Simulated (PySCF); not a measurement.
Compound: C2H3BCl2O.
Bonds: O1–C2 (double), C2–C3, C3–B4, B4–Cl5, B4–Cl6. Hydrogens: H7 on C2; H8, H9 on C3.

Method used: PySCF 2.14.0, PBE0-D3(BJ)/def2-SVP geometry optimisation, gas phase.

(1) What internal coordinates does the optimisation give?

Results:

(1) 
```csv
bond,length (Å)
O1=C2,1.199
C2–C3,1.508
C3–B4,1.568
"B4–Cl5, B4–Cl6",1.749
C2–H7,1.120
C3–H8,1.108
C3–H9,1.098
```

Bonds in one row agree within 0.01 Å and their mean is given. A selection of angles:
```csv
angle,degrees
O1–C2–C3,123.9
O1–C2–H7,121.3
C3–C2–H7,114.9
C2–C3–B4,113.8
C2–C3–H8,107.4
C2–C3–H9,109.7
B4–C3–H8,104.7
B4–C3–H9,112.2
H8–C3–H9,108.7
C3–B4–Cl5,120.6
Cl5–B4–Cl6,118.4
```

Torsions: O1–C2–C3–B4 119° (anticlinal); C2–C3–B4–Cl5 44° (synclinal). The mirror-image conformer, all signs reversed, is as good.

Of the pairs four or more bonds apart, Cl5···H7 is among the closest relative to their van der Waals radii: 2.95 Å, 100 % of the sum of Bondi's values. B4 (three-coordinate boron) is planar (angles 121.0°, 120.6° and 118.4°, sum 360.0°, 0.01 Å off the plane of its three neighbours).

Point group: C1 (no symmetry element, even within 0.4 Å). Whether it is a minimum is left open (no frequencies). One conformer, not necessarily the lowest.

Hardware: an Arm Neoverse N1 with one thread, no GPU (shared host). Cost: 1.8 min of wall time, 0.45 GiB resident at most. That covers the optimisation of the geometry.
